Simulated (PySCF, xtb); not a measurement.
H7NSSi2, SMILES S([SiH2]N)[SiH3].

GFN2-xTB (xtb) at its own geometry gives an orbital gap of 4.50 eV and a dipole moment of 1.77 D.

Coordinates come from a B3LYP-D3(BJ)/def2-SVP optimisation. Other conformers were not sampled.

Problem. What does CAM-B3LYP/def2-TZVP (PySCF) give? (Estimate from the structure and the level; the computed values follow.)

Solution. gap 9.40 eV (levels -8.53 and 0.86 eV), dipole 1.01 D.
